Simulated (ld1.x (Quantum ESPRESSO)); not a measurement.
## Logarithmic derivatives: boron (B), TM

ld1.x (Quantum ESPRESSO) 7.5 input, shortened:

```
&input
   title='B', zed=5., rel=0, dft='BLYP', iswitch=3,
   config='[He] 2s2 2p1'
 /
 &inputp
   pseudotype=2, tm=.true., lloc=0,
   nlcc=.true., new_core_ps=.true., rcore=0.60
 /
2
2P  2  1   1.00   0.00  2.96  2.96  0.0
2S  1  0   2.00   0.00  1.54  1.54  0.0
 &test
   configts(1)='2s2 2p1'
 /
```

The phase is arctan(r·u′/u) with u = r·R(r), unwrapped; energies in Ry, scanned from -3 to 5 Ry. A pole is an energy at which the radial function vanishes at the test radius. The pseudo phase is shifted by a multiple of π to meet the all-electron one at the reference energy, and phase errors are pseudo minus all-electron; the curves can meet again beyond the range given. Levels narrower than the energy grid can be missing from the lists of poles.

```json
{"channel": "s", "radius (bohr)": "3.19", "reference energy (Ry)": "-0.68", "poles, all-electron": "-0.44, 3.26", "poles, pseudo": "-0.44, 3.16", "unbroken range about the reference energy with phases within 0.05 rad": "below 1.1", "phase error 1 Ry above the reference energy (rad)": "-0.002"}
{"channel": "p", "radius (bohr)": "3.19", "reference energy (Ry)": "-0.26", "poles, all-electron": "0.04, 3.14", "poles, pseudo": "0.04, 3.65", "unbroken range about the reference energy with phases within 0.05 rad": "below 0.9", "phase error 1 Ry above the reference energy (rad)": "+0.031"}
```

Phases in the p channel:

```tsv
E (Ry)	all-electron	pseudo
-3.00	1.383	1.384
-2.76	1.375	1.375
-2.52	1.365	1.365
-2.28	1.353	1.353
-2.04	1.338	1.338
-1.80	1.320	1.321
-1.56	1.297	1.298
-1.32	1.265	1.266
-1.08	1.218	1.218
-0.84	1.133	1.135
-0.60	0.929	0.932
-0.36	-0.072	-0.070
-0.12	-1.366	-1.365
0.12	-1.635	-1.631
0.36	-1.766	-1.756
0.60	-1.882	-1.863
0.84	-2.040	-1.995
1.08	-2.342	-2.217
1.32	-3.048	-2.691
1.56	-3.894	-3.517
1.80	-4.280	-4.083
2.04	-4.453	-4.336
2.28	-4.549	-4.466
2.52	-4.612	-4.545
2.76	-4.657	-4.598
3.00	-4.694	-4.638
3.24	-4.726	-4.670
3.48	-4.755	-4.696
3.72	-4.784	-4.719
3.96	-4.816	-4.741
4.20	-4.853	-4.761
4.44	-4.900	-4.782
4.68	-4.968	-4.804
4.92	-5.081	-4.829
```
